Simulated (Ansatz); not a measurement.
Relaxation of AlFH$_{4}$O$_{2}$ (8 atoms, charge 0, multiplicity 1), to a largest force component of 0.03 eV/Å in at most 50 steps.

Method: RKS BHLYP-D4/def2-SVP in Ansatz 0.2.0.

```xyz
8
Properties=species:S:1:pos:R:3
Al 0.007 0.486 -0.356
H 0.007 0.131 2.379
O 1.474 -0.213 -0.760
H 1.666 -1.005 -1.245
O -1.522 -0.136 -0.625
H -1.832 -0.946 -1.010
F 0.082 2.003 0.336
H 0.044 0.779 2.076
```

Problem. Where does it end, and by what steps?

Solution. The run converged. After 8 steps the energy has fallen by 0.096 eV; H2 moved furthest, 0.48 Å.

| step | energy less start (eV) | largest force component (eV/Å) | accepted |
| --- | --- | --- | --- |
| 0 | 0.0000 | 1.511 | yes |
| 1 | -0.0325 | 1.254 | yes |
| 2 | -0.0572 | 0.576 | yes |
| 3 | -0.0686 | 0.302 | yes |
| 4 | -0.0866 | 0.418 | yes |
| 5 | -0.0918 | 0.242 | yes |
| 6 | -0.0949 | 0.039 | yes |
| 7 | -0.0953 | 0.032 | yes |
| 8 | -0.0956 | 0.019 | yes |

```xyz
8
Properties=species:S:1:pos:R:3
Al -0.009 0.554 -0.261
H 0.038 -0.071 1.945
O 1.453 -0.184 -0.617
H 1.678 -1.005 -1.032
O -1.530 -0.105 -0.505
H -1.830 -0.917 -0.891
F 0.050 2.144 0.173
H 0.077 0.684 1.984
```

Whether the end is a true minimum wasn't checked by a vibrational analysis.

The run took 43 s on 1 thread of AMD EPYC 7R43 64-Core Processor (Zen 3), on a shared host, peak memory 0.17 GiB.
